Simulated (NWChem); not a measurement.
System: InHBrCl; SMILES [Cl][InH][Br]

The following NWChem deck was run.

```
start job
memory heap 200 mb stack 900 mb global 1100 mb
geometry units angstroms noautoz
  In    -0.582091    -0.478229     0.000000
  H     -2.248947    -0.832985     0.000000
  Cl     1.063302    -2.143790     0.000000
  Br     0.361468     1.809236     0.000000
end
basis spherical
  * library def2-svp
end
ecp
  In library def2-ecp
end
dft
  xc xpbe96 cpbe96
  iterations 150
  vectors input atomic output neutral.movecs
end
task dft energy
charge 1
dft
  odft
  mult 2
  vectors input atomic output cation.movecs
end
task dft energy
```

Output (shortened):

```
             Northwest Computational Chemistry Package (NWChem) 7.3.0
             --------------------------------------------------------

 CS  symmetry detected

                             Geometry "geometry" -> ""
                             -------------------------

 Output coordinates in angstroms (scale by  1.889725989 to convert to a.u.)

  No.       Tag          Charge          X              Y              Z
 ---- ---------------- ---------- -------------- -------------- --------------
    1 In                  49.0000    -0.57216759    -0.51459803     0.00000000
    2 H                    1.0000    -2.23212104    -0.90036389     0.00000000
    3 Cl                  17.0000     1.10398688    -2.14919821     0.00000000
    4 Br                  35.0000     0.32858732     1.79005820     0.00000000

 Effective nuclear repulsion energy (a.u.)     656.1964396913

      Symmetry information
      --------------------

 Group name             Cs
 Group number              2
 Group order               2
 No. of unique centers     4

 Summary of "ao basis" -> "ao basis" (spherical)
 ------------------------------------------------------------------------------
       Tag                 Description            Shells   Functions and Types
 ---------------- ------------------------------  ------  ---------------------
 In                         def2-svp                10       26   4s4p2d
 H                          def2-svp                 3        5   2s1p
 Cl                         def2-svp                 8       18   4s3p1d
 Br                         def2-svp                12       32   5s4p3d

      Symmetry analysis of basis
      --------------------------

        a'         57
        a"         24

            General Information
            -------------------
          SCF calculation type: DFT
          Wavefunction type:  closed shell.
          No. of atoms     :     4
          No. of electrons :    74
           Alpha electrons :    37
            Beta electrons :    37
          Charge           :     0
          Spin multiplicity:     1
          Use of symmetry is: on ; symmetry adaption is: on
          Maximum number of iterations: 150
          AO basis - number of functions:    81
                     number of shells:    33
          Convergence on energy requested:  1.00D-06
          Convergence on density requested:  1.00D-05
          Convergence on gradient requested:  5.00D-04

              XC Information
              --------------
          PerdewBurkeErnzerhof Exchange Functional  1.000
            Perdew 1991 LDA Correlation Functional  1.000 local
           PerdewBurkeErnz. Correlation Functional  1.000 non-local

             Grid Information
             ----------------
          Grid used for XC integration:  medium
          Radial quadrature: Mura-Knowles
          Angular quadrature: Lebedev.
          Tag              B.-S. Rad. Rad. Pts. Rad. Cut. Ang. Pts.
          ---              ---------- --------- --------- ---------
          In                  1.55      123           8.0       590
          H                   0.35       45          10.0       434
          Cl                  1.00       88          11.0       590
          Br                  1.15      112          10.0       590
          Grid pruning is: on
          Number of quadrature shells:   368
          Spatial weights used:  Erf1

      Superposition of Atomic Density Guess
      -------------------------------------

 Sum of atomic energies:       -3249.95890863

      Non-variational initial energy
      ------------------------------

 Total energy =   -3221.359161
 1-e energy   =   -5211.586321
 2-e energy   =    1659.893826
 HOMO         =      -0.374452
 LUMO         =      -0.022586

      Symmetry analysis of molecular orbitals - initial
      -------------------------------------------------

  Numbering of irreducible representations:

     1 a'          2 a"

  Orbital symmetries:

     1 a'          2 a'          3 a'          4 a'          5 a'
     6 a"          7 a'          8 a'          9 a'         10 a'
    11 a"         12 a'         13 a'         14 a"         15 a'
    16 a'         17 a'         18 a"         19 a'         20 a'
    21 a"         22 a'         23 a"         24 a'         25 a'
    26 a'         27 a"         28 a"         29 a'         30 a'
    31 a'         32 a'         33 a'         34 a"         35 a"
    36 a'         37 a'         38 a'         39 a"         40 a'
    41 a'         42 a'         43 a"         44 a'         45 a'
    46 a"         47 a"

   convergence    iter        energy       DeltaE   RMS-Dens  Diis-err
 ---------------- ----- ----------------- --------- --------- ---------
 d= 0,ls=0.0,diis     1  -3224.0693594610 -3.55D+03  2.61D-02  5.47D-01
 d= 0,ls=0.0,diis     2  -3223.8963552602  1.73D-01  1.80D-02  1.46D+00
 d= 0,ls=0.0,diis     3  -3224.1360697487 -2.40D-01  3.19D-03  5.20D-02
 d= 0,ls=0.0,diis     4  -3224.1442460107 -8.18D-03  8.89D-04  2.86D-03
 d= 0,ls=0.0,diis     5  -3224.1444378197 -1.92D-04  4.80D-04  8.42D-04
  Resetting Diis
 d= 0,ls=0.0,diis     6  -3224.1445780982 -1.40D-04  9.45D-05  4.38D-05
 d= 0,ls=0.0,diis     7  -3224.1445858641 -7.77D-06  5.19D-05  2.40D-06
 d= 0,ls=0.0,diis     8  -3224.1445853967  4.67D-07  3.25D-05  4.90D-06
 d= 0,ls=0.0,diis     9  -3224.1445862704 -8.74D-07  4.92D-06  1.29D-07

         Total DFT energy =    -3224.144586270365
      One electron energy =    -5212.014996840706
           Coulomb energy =     1793.639181213545
    Exchange-Corr. energy =     -136.102104012141
 Nuclear repulsion energy =      330.333333368936

 Numeric. integr. density =       74.000009295335

                  Occupations of the irreducible representations
                  ----------------------------------------------

                     irrep           alpha         beta
                     --------     --------     --------
                     a'               27.0         27.0
                     a"               10.0         10.0

                       DFT Final Molecular Orbital Analysis
                       ------------------------------------

 Vector   35  Occ=2.000000D+00  E=-2.676870D-01  Symmetry=a'
              MO Center=  7.7D-01, -1.6D+00, -4.7D-15, r^2= 3.3D+00
   Bfn.  Coefficient  Atom+Function         Bfn.  Coefficient  Atom+Function
  ----- ------------  ---------------      ----- ------------  ---------------
    42      0.433087  3 Cl px                43      0.391786  3 Cl py
    39      0.321742  3 Cl px                40      0.293801  3 Cl py
    36      0.187806  3 Cl px                37      0.171171  3 Cl py
    28      0.159595  2 H  s                 65      0.151141  4 Br py
    21     -0.139110  1 In d  2              62      0.136450  4 Br py

 Vector   36  Occ=2.000000D+00  E=-2.652605D-01  Symmetry=a"
              MO Center=  4.4D-01,  1.0D+00, -4.5D-16, r^2= 3.8D+00
   Bfn.  Coefficient  Atom+Function         Bfn.  Coefficient  Atom+Function
  ----- ------------  ---------------      ----- ------------  ---------------
    66      0.540626  4 Br pz                63      0.477869  4 Br pz
    60     -0.319036  4 Br pz                44     -0.283999  3 Cl pz
    41     -0.205331  3 Cl pz                38     -0.120258  3 Cl pz
    57      0.103799  4 Br pz                18     -0.083744  1 In d -1
    13      0.058260  1 In pz                23      0.041585  1 In d -1

 Vector   37  Occ=2.000000D+00  E=-2.580059D-01  Symmetry=a'
              MO Center=  3.0D-01,  1.4D+00,  2.7D-15, r^2= 2.8D+00
   Bfn.  Coefficient  Atom+Function         Bfn.  Coefficient  Atom+Function
  ----- ------------  ---------------      ----- ------------  ---------------
    64      0.529929  4 Br px                61      0.474791  4 Br px
    58     -0.315602  4 Br px                65     -0.215425  4 Br py
    62     -0.194250  4 Br py                43     -0.174096  3 Cl py
    40     -0.129225  3 Cl py                59      0.128783  4 Br py
    55      0.102648  4 Br px                17     -0.089882  1 In d -2

 Vector   38  Occ=0.000000D+00  E=-9.939330D-02  Symmetry=a'
              MO Center= -4.0D-01, -3.4D-01, -2.9D-15, r^2= 4.8D+00
   Bfn.  Coefficient  Atom+Function         Bfn.  Coefficient  Atom+Function
  ----- ------------  ---------------      ----- ------------  ---------------
     3      0.729515  1 In s                  4      0.649256  1 In s
    28     -0.482954  2 H  s                 65      0.405370  4 Br py
     1     -0.364851  1 In s                 43     -0.293551  3 Cl py
    27     -0.273109  2 H  s                 62      0.249344  4 Br py
    42      0.231841  3 Cl px                35     -0.194424  3 Cl s

 Vector   39  Occ=0.000000D+00  E=-9.541718D-02  Symmetry=a"
              MO Center= -5.2D-01, -4.8D-01, -8.3D-16, r^2= 4.3D+00
   Bfn.  Coefficient  Atom+Function         Bfn.  Coefficient  Atom+Function
  ----- ------------  ---------------      ----- ------------  ---------------
    13      0.648040  1 In pz                16      0.492825  1 In pz
    44     -0.236528  3 Cl pz                66     -0.236196  4 Br pz
    10     -0.163101  1 In pz                63     -0.159031  4 Br pz
     7     -0.150164  1 In pz                41     -0.141991  3 Cl pz
    60      0.103668  4 Br pz                38     -0.081007  3 Cl pz

[...]
```

Level: PBE/def2-SVP with def2 effective core potentials on In, vertical spin-unrestricted ions. Geometry: optimised at PBE0/def2-SVP. Not confirmed as a minimum by frequencies. def2 effective core potentials on In; no spin-orbit coupling.
